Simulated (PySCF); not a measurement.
This script is equivalent to a calculation on Bi²⁺ (bismuth, charge +2).

```python
from pyscf import gto, scf, dft, mp, cc
import basis_set_exchange as bse
txt = bse.get_basis("def2-TZVP", elements=["Bi"], fmt="nwchem", header=False)
cut = txt.index("\nECP")
mol = gto.M(atom="Bi 0 0 0", charge=2, spin=1, symmetry="D2h",
            basis=gto.basis.parse(txt[:cut]),
            ecp={"Bi": gto.basis.parse_ecp(txt[cut:])})
mf = dft.UKS(mol, xc="TPSS")
mf.irrep_nelec = {'Ag': (4, 4), 'B1g': (1, 1), 'B2g': (1, 1), 'B3g': (1, 1), 'B1u': (1, 1), 'B2u': (2, 1), 'B3u': (1, 1)}
mf.kernel()
```

**Question.** What total energy does it give?

**Answer.** -213.654 hartree (calculated).

**Question.** Which occupied shell lies highest, and where?

**Answer.** 6p α, at -19.606 eV.

**Question.** What is ⟨S²⟩, and what would a pure spin state give?

**Answer.** 0.751, against 0.75.

Energies and moments cover only the electrons outside the core potential. Spin-orbit coupling, absent here, splits the open shell strongly.
